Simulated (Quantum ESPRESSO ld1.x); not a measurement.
The mean radii <r> (bohr) of the occupied orbitals of an atom or ion are listed with their occupations. Calculated with ld1.x of Quantum ESPRESSO 7.5: Dirac Kohn-Sham, relativistic LDA (MacDonald-Vosko exchange, VWN5 correlation), spin-unpolarised, spherical densities, point nucleus.

| orbital | occ. | <r> |
|---|---|---|
| 1s1/2 | 2 | 0.04289 |
| 2s1/2 | 2 | 0.1881 |
| 2p1/2 | 2 | 0.1614 |
| 2p3/2 | 4 | 0.1652 |
| 3s1/2 | 2 | 0.4813 |
| 3p1/2 | 1.33333 | 0.4674 |
| 3p3/2 | 2.66667 | 0.4736 |

Name the element and its charge. Open shells, if any, are shared by 2j + 1.

Answer. Z = 35, bromine, charge +19: Br19+ in [Ne] 3s2 3p4. The 1s radius gives Z: for a bare nucleus <r> = (2 gamma + 1)/(2Z) with gamma = sqrt(1 - (Z/c)^2), 0.04191 bohr for Z = 35, and screening makes it slightly larger (0.04289 here). The occupations add up to 16, and the charge is Z minus that.
